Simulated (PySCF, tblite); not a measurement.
Isomers of C3H9FNSi2 (doublet state), one GFN2-xTB conformer each. Single-point energies are computed at B3LYP/pcH-1 (PySCF, gas phase, no added dispersion term), electronic only. GFN2-xTB treats the open shell by occupation alone, and not every SCF solution was tested for stability.

```tsv
SMILES	GFN2-xTB relative energy (kcal/mol)
F[C@@H]1C[C@@H]1[SiH]N[SiH3]	0.0
F[C@@H]1C[C]1[SiH2]N[SiH3]	11.7
F[C@@H]1C[C@@H]1[SiH2]N[SiH2]	0.7
```

Conformers: `[F:1][C@@H:2]1[CH2:3][C@@H:4]1[SiH:5][NH:6][SiH3:7]` (doublet state) with C3–C4–Si5–N6 98°, C4–Si5–N6–Si7 8°; `[F:1][C@@H:2]1[CH2:3][C:4]1[SiH2:5][NH:6][SiH3:7]` (doublet state) with C3–C4–Si5–N6 72°, C4–Si5–N6–Si7 179°; `[F:1][C@@H:2]1[CH2:3][C@@H:4]1[SiH2:5][NH:6][SiH2:7]` (doublet state) with C3–C4–Si5–N6 109°, C4–Si5–N6–Si7 180°, Si5–N6–Si7–H 134° and 8°.

Task: What does B3LYP/pcH-1 give for the same structures?

Result: 
```tsv
SMILES	B3LYP/pcH-1 E (Eh)	B3LYP/pcH-1 (kcal/mol)	GFN2-xTB (kcal/mol)	point group
F[C@@H]1C[C@@H]1[SiH2]N[SiH2]	-853.31574	0.0	0.7	C1
F[C@@H]1C[C@@H]1[SiH]N[SiH3]	-853.31521	0.3	0.0	C1
F[C@@H]1C[C]1[SiH2]N[SiH3]	-853.29541	12.8	11.7	C1
```

GFN2-xTB puts F[C@@H]1C[C@@H]1[SiH]N[SiH3] lowest instead; measured from each level's own lowest isomer, the values differ by up to 1.1 kcal/mol (F[C@@H]1C[C]1[SiH2]N[SiH3]: 11.7 against 12.8). Neighbours under 5.0 kcal/mol apart (F[C@@H]1C[C@@H]1[SiH2]N[SiH2] and F[C@@H]1C[C@@H]1[SiH]N[SiH3]) can change places with a better method, another conformer or zero-point energy.

Task: What happens when harmonic zero-point energies from GFN2-xTB frequencies are added?

Result: 
| SMILES | ZPE (kcal/mol) | electronic (kcal/mol) | with ZPE (kcal/mol) |
| --- | --- | --- | --- |
| F[C@@H]1C[C@@H]1[SiH2]N[SiH2] | 68.9 | 0.0 | 0.0 |
| F[C@@H]1C[C@@H]1[SiH]N[SiH3] | 68.9 | 0.3 | 0.4 |
| F[C@@H]1C[C]1[SiH2]N[SiH3] | 65.9 | 12.8 | 9.7 |

The zero-point energies span 3.0 kcal/mol. The order is unchanged.
